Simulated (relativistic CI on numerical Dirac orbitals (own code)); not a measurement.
V⁴⁺ in a cubic cluster: 2p photoemission with charge transfer

Computed with a charge-transfer multiplet model of a cubic metal-ligand cluster with up to 2 ligand holes, Slater and spin-orbit integrals from Dirac-Coulomb-Breit ions, Slater integrals scaled by 0.8. The ground state mixes d1 with configurations of k ligand holes L, whose averages lie at kΔ + k(k − 1)U_dd/2; a core hole lowers each added d electron by U_cd. 300 K, Lorentzian 0.6 eV and Gaussian 0.8 eV FWHM.

Atomic integrals in eV (Slater integrals scaled, ζ unscaled), ground: F2dd 8.057, F4dd 5.049, zeta_d 0.029; with the core hole: F2dd 8.057, F4dd 5.049, zeta_d 0.047, zeta_core 4.606, F2cd 5.989, G1cd 4.613, G3cd 2.623. Where a configuration has fewer than two d electrons, the dd integrals are those of d2.

Cluster parameters (eV): U_dd = 5.2, U_cd = 6.6, 10Dq = 0.85, 10Dq(ligand) = 0.1, V(eg) = 3.1, V(t2g) = -1.56, final-state hopping factor = 1.

| Case | n_d | d1 | d2L | d3L2 | S |
| --- | --- | --- | --- | --- | --- |
| Δ = 2.2 eV | 1.78 | 0.35 | 0.51 | 0.13 | 0.50 |
| Δ = 3.2 eV | 1.71 | 0.41 | 0.48 | 0.11 | 0.50 |
| Δ = 5.2 eV | 1.57 | 0.51 | 0.42 | 0.07 | 0.50 |

Weights, n_d and S are thermal averages at 300 K. Binding energies count from the first peak over 30 % of the highest in each spectrum, which can be another peak from case to case. The parameters are a model scan and need not match a compound or its usual spin state. Peaks in eV (height, largest 100):
- Δ = 2.2 eV: 0.0 (100), 3.3 (11), 7.3 (32), 13.9 (10)
- Δ = 3.2 eV: 0.0 (100), 3.3 (11), 7.2 (34), 13.4 (11)
- Δ = 5.2 eV: 0.0 (100), 3.5 (10), 7.3 (35), 12.6 (13), 19.8 (5)

For the case Δ = 3.2 eV, Δ = 3.2 eV is smaller than U_dd = 5.2 eV, the charge-transfer side of the Zaanen-Sawatzky-Allen scheme. With the core hole the configuration with one ligand hole lies at Δ − U_cd = -4.4, -3.4, -1.4 eV from the one without, in the order of the table; where this is negative the screened configuration lies lower, though the effective hopping of about 6.7 eV (from the holes of the mixed ground state) mixes the two strongly wherever it is as large as the gap.

With at most 2 ligand holes the space is cut while the next configuration still counts, so covalency is underestimated, and a final configuration with one more ligand hole, which can lie low, is missing from the spectra.
